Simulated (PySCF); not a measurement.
**CsO: one state, many levels of theory**

State: ²Π (doublet), unpaired electrons π ↑. Set-up: basis Cs def2-TZVP with ECP46, O def2-TZVP; scalar-relativistic core potentials; PySCF 2.14. De refers to Cs + O in their high-spin ground configurations, without counterpoise correction. The functionals are run spin-unrestricted. A positive dipole means Cs(−)O(+). Levels whose curve was spin-contaminated or gave no clean fit are not listed.

```tsv
Level	Re (Å)	ωe (cm⁻¹)	De (eV)	μ (D)
UHF	2.592	322	1.01	-9.59
UHF-MP2	2.567	321	2.56	n/a
UHF-SCS-MP2	2.576	319	2.57	n/a
PBE	2.540	325	3.14	-7.75
PBEsol	2.511	338	3.27	-7.59
r²SCAN	2.540	332	3.05	-8.22
PBE0	2.526	337	2.82	-8.28
r²SCAN0	2.530	339	2.76	-8.52
M06	2.549	326	3.08	-8.49
CAM-B3LYP	2.547	333	2.96	-8.69
```

The bond length runs from 2.511 Å (PBEsol) to 2.592 Å (UHF). De spans 1.01 eV (UHF, mean field) to 3.27 eV (PBEsol, GGA).

Correlated steps freeze 1 core orbital. These are scalar-relativistic numbers at best; spin–orbit coupling would shift them, the dissociation energy most. The state is the lowest determinant that a PBE0 search found; another state may lie lower at other levels.

The whole job (state search and all levels along the bond) took about 2.5 min on 1 thread of Arm Neoverse V1 (shared host), peak memory 0.84 GiB.
